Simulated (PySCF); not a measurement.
Chromium: a sound run and one with changed settings

Sound run: Cr [Ar] 3d5 4s1, Cr⁺ [Ar] 3d5. Calculation: PySCF 2.14, in cc-pVDZ; the non-relativistic Hamiltonian (point nucleus). In the sound run the correlated levels freeze [Ar]. The sound run starts from symmetry-adapted Hartree-Fock orbitals and uses a fine grid where one is needed.

Changed run: initial guess atom, at most 50 SCF cycles, level shift 0.1 hartree.

```tsv
species	method	sound run (hartree)	changed run (hartree)	converged
Cr	UHF	-1043.35507	-1043.35507	yes
Cr	PBE0	-1044.24363	-1044.24363	yes
Cr	LDA	-1042.19142	-1042.19142	yes
Cr	MP2	-1043.43515	-1043.43031	yes
Cr⁺	UHF	-1043.13784	-1043.09924	yes
Cr⁺	PBE0	-1043.99029	-1043.99029	yes
Cr⁺	LDA	-1041.91826	-1041.91826	yes
```

Ionisation energy of Cr:

| method | sound run (eV) | changed run (eV) |
| --- | --- | --- |
| PBE0 | 6.894 | 6.894 |
| LDA | 7.433 | 7.433 |

The plain start fixes occupations by D2h representation alone, and Cr⁺ at UHF landed in another state (other ⟨L²⟩ or ⟨S²⟩). A level shift leaves the converged SCF energy unchanged but raises the virtual orbital energies, which shrinks MP2 if it is not removed.

For comparison, NIST gives 6.767 eV between the lowest levels.
